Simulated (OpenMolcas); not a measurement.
An OpenMolcas run meant for Fe6+ (ANO-L-VQZP, non-relativistic; inactive shells 1s 2s 2p 3s 3p; intended active space 2 electrons in 10 orbitals (3d 4d)). One step of its input:

```
&CASPT2
Multistate=10 1 2 3 4 5 6 7 8 9 10
Frozen=22 23
IPEA=0.25
Imaginary=0.1
MaxIter=60
WThr=0.0 0.3 0.05
PrWF=0.5
NoMix
```

Lines from the output:

```
|       MOLCAS_SOURCE = <dir>
  |    MOLCAS_STRUCTURE = 0
  |
   -----------------------------------------------------------------------------------------
++ ---------   Input file   ---------
>>> COPY JOB001 $Project.JobIph
&CASPT2
Multistate=10 1 2 3 4 5 6 7 8 9 10
Frozen=22 23
IPEA=0.25
Imaginary=0.1
MaxIter=60
WThr=0.0 0.3 0.05
PrWF=0.5
NoMix
-- ----------------------------------
>>> COPY JOB001 a.JobIph
*** symbolic link created: INPORB -> a.RasOrb
--- Start Module: caspt2 at  ---
()()()()()()()()()()()()()()()()()()()()()()()()()()()()()()()()()()()()()()()()()()()()()()()()()()
                                              &CASPT2
                                   only a single process is used
                       available to each process: 2.3 GB of memory, 1 thread
()()()()()()()()()()()()()()()()()()()()()()()()()()()()()()()()()()()()()()()()()()()()()()()()()()
 ###    WARNING: User changed nr of frozen orbitals.                         ###
 ###    ERROR: Too many frozen orbitals!                                     ###
--- Stop Module: caspt2 at  /rc=_RC_INPUT_ERROR_ ---
.####################.
.# User input error #.
.####################.
```

**Question.** What is wrong with the input?

**Answer.** More orbitals are frozen than there are inactive ones.
